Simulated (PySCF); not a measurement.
**Polarisability and C₆ of Re²⁺ (rhenium, charge +2)**

[Xe] 4f14 5d5, high-spin 6S determinant. All numbers are calculated (PySCF 2.14, the spin-free X2C one-electron Hamiltonian (Gaussian nucleus), in ANO-RCC-VTZP). Coupled (time-dependent) response in atomic units; α is the mean over directions. The basis has no added diffuse functions, which lowers α and C₆.

| method | mean α (bohr³) | C₆ (like pair) | S(−4) |
| --- | --- | --- | --- |
| PBEsol | 10.73 | 62.37 | 56.17 |

S(−4) is the Cauchy moment in α(ω) = α(0) + S(−4) ω² + …

α(iu) at PBEsol:

```json
{"u (hartree)": "0", "α(iu) (bohr³)": "10.73"}
{"u (hartree)": "0.0500", "α(iu) (bohr³)": "10.59"}
{"u (hartree)": "0.100", "α(iu) (bohr³)": "10.21"}
{"u (hartree)": "0.200", "α(iu) (bohr³)": "9.057"}
{"u (hartree)": "0.300", "α(iu) (bohr³)": "7.865"}
{"u (hartree)": "0.500", "α(iu) (bohr³)": "6.139"}
{"u (hartree)": "0.750", "α(iu) (bohr³)": "4.882"}
{"u (hartree)": "1.00", "α(iu) (bohr³)": "4.064"}
{"u (hartree)": "1.50", "α(iu) (bohr³)": "2.957"}
{"u (hartree)": "2.00", "α(iu) (bohr³)": "2.227"}
{"u (hartree)": "3.00", "α(iu) (bohr³)": "1.377"}
{"u (hartree)": "5.00", "α(iu) (bohr³)": "0.6825"}
```

A single London oscillator, α(iu) = α/(1 + u²/ω²), gives C₆ = (3/4) ω α². Matching the computed C₆ needs ω = 4 × 62.37 / (3 × 10.73²) = 0.722 hartree.

For an ion, C₆ is the dispersion term alone; charge-induced terms of lower order in 1/R come first.

Spin-orbit coupling, which splits the p, d and f shells strongly at this Z, is absent.
